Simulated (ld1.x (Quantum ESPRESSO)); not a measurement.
How hard is this V TM potential?

vanadium, norm-conserving Troullier–Martins (Kleinman–Bylander form), made with ld1.x (Quantum ESPRESSO) 7.5 (PBEsol, scalar-relativistic). Core [Ne], reference 3s2 3p6 3d3 4s2 4p0. Waves: 3s (bound): rc 1.45 bohr; 3p (bound): rc 1.20 bohr; 3d (bound): rc 2.15 bohr. Local part: the d channel. Core correction: Bessel-smoothed model core inside 0.65 bohr.

Occupied shells without a wave of their own: 4s. They enter only through the test configuration that unscreens the potential, and ld1.x also counts them in the model core charge.

The pseudo-atom Hamiltonian at the reference potential is diagonalised in spherical Bessel functions j_l(qr) that vanish at 20 bohr, with q² up to the cutoff. All-electron valence levels (Ry): 3s -5.1474, 4s -0.3466, 3p -3.2300, 4p -0.1048, 3d -0.3810.

Task: How do the lowest levels (Ry) of each channel move with the cutoff, and are there ghosts?

Result:

```tsv
cutoff (Ry)	s #1	s #2	p #1	p #2	p #3	d #1	d #2	f #1	Σ f·Δε (mRy)
8	-4.9504	-0.2886	-1.6260	-0.0394	0.0644	0.0472	0.1189	0.1074	11458.1
15	-5.1042	-0.3213	-2.7232	-0.0707	0.0533	0.0425	0.1063	0.1074	4487.8
21	-5.1078	-0.3423	-3.0231	-0.0792	0.0511	-0.0205	0.0669	0.1074	2450.3
35	-5.1374	-0.3633	-3.2185	-0.0890	0.0486	-0.3180	0.0557	0.1074	283.8
50	-5.1453	-0.3659	-3.2285	-0.0904	0.0483	-0.3791	0.0551	0.1074	19.7
70	-5.1462	-0.3661	-3.2291	-0.0904	0.0483	-0.3808	0.0550	0.1074	8.9
90	-5.1473	-0.3662	-3.2299	-0.0904	0.0483	-0.3809	0.0550	0.1074	1.6
120	-5.1474	-0.3662	-3.2300	-0.0904	0.0483	-0.3810	0.0550	0.1074	0.2
400	-5.1474	-0.3662	-3.2300	-0.0904	0.0483	-0.3810	0.0550	0.1074	0.0
```

Result: no extra level below or beside the all-electron valence levels (s, p, d, f tested); 10 mRy is reached at 70 Ry and 1 mRy at 100 Ry.

ld1.x takes every shell without a wave as core, so the model core holds the 4s electrons as well and exchange and correlation see them twice. This cancels in the reference configuration, but the file is broken for other ones, and its errors say nothing about a proper core correction. Its largest configuration-test error is -4880 meV.
